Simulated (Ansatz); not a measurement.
The same atomization along the group C, Si, Ge, Sn.

Isolated molecules relaxed with PBE0-D4/def2-TZVP in Ansatz; ΔE leaves out vibrations. CBS: MP2 limit from def2 TZ/QZ plus the TZ coupled-cluster correction, frozen cores. This one scheme is used for every species, atoms too. Functionals use def2-TZVPP. No spin–orbit coupling; open shells (•) take unrestricted orbitals. Spin–orbit coupling would lower the free atoms: a little for C, F, Si; clearly for Ge; strongly for Sn. def2 core potentials past Kr. Bonds to Ge, Sn are less sure, by a few kJ/mol each and by 10 to 20 or more in all where they break to atoms, as the def2 sets lack core-valence functions. Scalar relativity is left out up to krypton. Each species was taken in one conformer, which may not be the lowest.

| reaction | LDA (SPW92) (kcal/mol) | revPBE-D4 (kcal/mol) | MP2/CBS(def2) (kcal/mol) | CCSD(T)/CBS(def2) (kcal/mol) |
| --- | --- | --- | --- | --- |
| `NC(N)(N)F` → F• + 6 H• + 3 N• + C• | 1124.6 | 954.0 | 968.3 | 950.8 |
| `N[Si](N)(N)F` → F• + 6 H• + 3 N• + Si• | 1126.6 | 970.9 | 1003.5 | 985.7 |
| `[NH2][Ge]([NH2])([NH2])[F]` → F• + 6 H• + 3 N• + Ge• | 1048.5 | 894.0 | 923.3 | 907.6 |
| `[NH2][Sn]([NH2])([NH2])[F]` → F• + 6 H• + 3 N• + Sn• | 997.4 | 849.2 | 876.1 | 864.1 |

Largest T1 diagnostic: 0.013, for `[NH2][Sn]([NH2])([NH2])[F]`.

For atomizations the MP2-based limit and the directly extrapolated one differ by several kJ/mol either way, and by 10 to 25 for some Ge, Se and Sn compounds, so smaller differences from it don't rank the levels.
